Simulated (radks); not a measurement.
Problem. Neutral calcium, [Ar] 4s2. All-electron calculation, non-relativistic Kohn-Sham, LDA (Slater exchange, Perdew-Wang correlation), spin-polarised, spherical densities, point nucleus. Program: a radial shooting solver on a logarithmic mesh with Libxc functionals. Every spin shell is full or empty, so the densities are truly spherical. Functionals are evaluated on that one density, not self-consistently. Rank these orbital-free kinetic functionals by their error against the exact value of the orbitals, and give that value: Thomas-Fermi, von Weizsacker, TF + vW, TF + vW/9, revAPBEK, Perdew 92, Thakkar, Pearson, LKT, PG1, DePristo-Kress, Ernzerhof.

Solution. Exact: 674.655 hartree. From best to worst, with 100 (|E| - |E exact|)/|E exact| (equal figures are ties): DePristo-Kress -0.01, Ernzerhof -0.16, Thakkar -0.23, revAPBEK +0.49, Perdew 92 -0.66, TF + vW/9 -0.68, Pearson -1.42, Thomas-Fermi -6.96, PG1 +22.32, LKT +27.81, von Weizsacker -43.46, TF + vW +49.58.
